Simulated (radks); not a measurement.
Task: Species: Co II. Configuration: [Ar] 3d(up 5, down 3). All-electron calculation, non-relativistic Kohn-Sham, LDA (Slater exchange, Perdew-Wang correlation), spin-polarised, spherical densities, point nucleus. Program: a radial shooting solver on a logarithmic mesh with Libxc functionals. Some entries of the table are withheld. Estimate them.

| orbital | occ. | eigenvalue (eV) | <1/r> (bohr^-1) |
|---|---|---|---|
| 1s up | 1 | -7502.900 | 26.47 |
| 1s down | 1 | -7502.890 | 26.47 |
| 2s up | 1 | -883.7469 | 5.693 |
| 2s down | 1 | -882.7014 | 5.697 |
| 2p up | 3 | -768.6692 | 5.657 |
| 2p down | 3 | -767.8748 | 5.661 |
| 3s up | 1 | -103.3415 | (1) |
| 3s down | 1 | -101.3385 | (2) |
| 3p up | 3 | -69.0834 | 1.667 |
| 3p down | 3 | -67.1264 | 1.661 |
| 3d up | 5 | -13.3919 | (3) |
| 3d down | 3 | -11.6947 | (4) |

Result: 
(1) 3s up <1/r> (bohr^-1): 1.795
(2) 3s down <1/r> (bohr^-1): 1.791
(3) 3d up <1/r> (bohr^-1): 1.250
(4) 3d down <1/r> (bohr^-1): 1.220
